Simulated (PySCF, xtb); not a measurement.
Si(F)(Br)(Me)(NH2) (CH5BrFNSi), SMILES N[Si](C)(F)Br. One conformer was computed; it need not be the lowest.

Harmonic wavenumbers (cm⁻¹) from xtb 6.7.1 with GFN2-xTB at its own minimum, in rising order: 91, 104, 137, 170, 201, 211, 257, 399, 421, 725, 770, 807, 829, 871, 966, 1388, 1473, 1474, 1498, 3033, 3035, 3042, 3505, 3543.

### Question
What does PBE0-D3(BJ)/def2-SVP (PySCF) give at its own minimum? (The exact figures need the calculation; the answer reports its results.)

### Answer
136, 146, 157, 239, 246, 255, 306, 360, 436, 699, 739, 791, 859, 879, 954, 1275, 1422, 1426, 1532, 3065, 3169, 3187, 3618, 3722. Paired by order, the mean absolute difference is 56 cm⁻¹ and the zero-point energies are 41.4 and 42.3 kcal/mol.
